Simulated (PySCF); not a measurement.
AlCl, SMILES [Al][Cl] (connectivity only; charge and spin as stated), neutral, multiplicity 1. Coordinates come from a PBE0-D3(BJ)/def2-TZVPD optimisation.

Level of theory: PySCF with PBE0-D3(BJ)/def2-TZVPD.

Harmonic wavenumbers (cm⁻¹): 470. Rotational constants (GHz): 7.156 (linear); symmetry number 1.

Q: Work out the zero-point energy and the ideal-gas rigid-rotor harmonic-oscillator thermochemistry at 298.15 K and 1 atm.

A: ZPE = ½ Σ hcν = ½ × 470 cm⁻¹ = 2.81 kJ/mol. H − E(el) = 12.14 kJ/mol. Entropy in J/(mol K): translation 160.30, rotation 64.57, vibration 3.08, total 227.96. G − E(el) = -55.83 kJ/mol. Cp = 34.61 J/(mol K).
